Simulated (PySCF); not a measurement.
Compound: C3H8GaN.
Bonds: C1–C2, C2–C3, C3–N4 (triple), N4–Ga5. Hydrogens: H6, H7, H8 on C1; H9, H10 on C2; H11, H12, H13 on Ga5.
Bond orders are those of one Lewis drawing.

Method: PBE0-D3(BJ)/def2-SVP geometry optimisation, gas phase in PySCF 2.14.0; density fitting, grid level 1; the optimiser is geomeTRIC in internal coordinates, started from a UFF structure with every atom displaced at random (about 0.03 Å).

The end geometry, which sets the zero of energy:
```
atom  x, y, z in Å
C1      2.2623   -0.6532    0.0022
C2      1.3204   -0.0116    1.0197
C3     -0.0268    0.1748    0.5053
N4     -1.0879    0.3136    0.0783
Ga5    -3.0713    0.5380   -0.6875
H6      3.2602   -0.7656    0.4475
H7      1.9033   -1.6470   -0.2991
H8      2.3550   -0.0323   -0.8997
H9      1.6887    0.9772    1.3388
H10     1.2393   -0.6253    1.9318
H11    -3.6797    1.3468    0.5254
H12    -3.4230   -0.9972   -0.8130
H13    -2.7099    1.3296   -2.0060
```

Question: These geometries come from the run, each turned onto the end geometry. Order them by energy, lowest first.
A.
```
atom  x, y, z in Å
C1      2.2413   -0.6635    0.0015
C2      1.2994   -0.0127    1.0221
C3     -0.0367    0.1688    0.4934
N4     -1.0418    0.3216    0.0575
Ga5    -2.9169    0.5130   -0.6510
H6      3.2425   -0.7326    0.4429
H7      1.8535   -1.6396   -0.3133
H8      2.3214   -0.0280   -0.8880
H9      1.6643    0.9687    1.3441
H10     1.2177   -0.6249    1.9319
H11    -3.6463    1.3324    0.4961
H12    -3.4132   -0.9832   -0.7952
H13    -2.7546    1.3279   -1.9982
```
B.
```
atom  x, y, z in Å
C1      2.2413   -0.6528    0.0003
C2      1.2949   -0.0122    1.0166
C3     -0.0473    0.1792    0.4917
N4     -1.0857    0.3304    0.0519
Ga5    -3.0005    0.5275   -0.6691
H6      3.2413   -0.7588    0.4461
H7      1.8810   -1.6438   -0.3087
H8      2.3368   -0.0291   -0.8998
H9      1.6625    0.9766    1.3390
H10     1.2058   -0.6273    1.9267
H11    -3.6308    1.3383    0.5333
H12    -3.3679   -1.0075   -0.7854
H13    -2.7008    1.3273   -1.9988
```
C.
```
atom  x, y, z in Å
C1      2.2508   -0.6510    0.0017
C2      1.3066   -0.0124    1.0163
C3     -0.0368    0.1815    0.4948
N4     -1.0905    0.3302    0.0570
Ga5    -3.0425    0.5342   -0.6785
H6      3.2473   -0.7686    0.4506
H7      1.8959   -1.6459   -0.3023
H8      2.3484   -0.0298   -0.8990
H9      1.6750    0.9748    1.3390
H10     1.2185   -0.6287    1.9259
H11    -3.6529    1.3416    0.5356
H12    -3.3818   -1.0054   -0.7940
H13    -2.7072    1.3273   -2.0035
```
D.
```
atom  x, y, z in Å
C1      2.2912   -0.7168    0.0113
C2      1.3029   -0.0147    1.0337
C3     -0.0955    0.1596    0.4787
N4     -1.0040    0.3061    0.0710
Ga5    -2.8370    0.4915   -0.6348
H6      3.2379   -0.7452    0.4139
H7      1.8736   -1.6487   -0.2872
H8      2.3392    0.0181   -0.9213
H9      1.7170    1.0093    1.3853
H10     1.2680   -0.6528    1.9734
H11    -3.7454    1.3461    0.4670
H12    -3.4781   -0.9333   -0.8126
H13    -2.8393    1.3287   -2.0348
```

Answer: C (0.004 eV), B (0.031 eV), A (0.256 eV), D (2.751 eV).

In the order of the answer:

| step | E above end (eV) | largest force (eV/Å) | rms force component (eV/Å) | rms distance from end (Å) | rms bond change (Å) | bond most changed (Å) |
| --- | --- | --- | --- | --- | --- | --- |
| 3 | 0.004 | 0.20 | 0.045 | 0.022 | 0.012 | N4–Ga5 -0.042 |
| 2 | 0.031 | 1.96 | 0.408 | 0.037 | 0.024 | N4–Ga5 -0.082 |
| 1 | 0.256 | 6.80 | 1.523 | 0.056 | 0.039 | N4–Ga5 -0.124 |
| 0 | 2.751 | 32.75 | 7.236 | 0.098 | 0.084 | N4–Ga5 -0.165 |

What follows is the cost of the whole optimisation. On one thread of an Arm Neoverse V1, no GPU, on a shared host, this took 54 s of wall time and 0.53 GiB of memory at its peak.
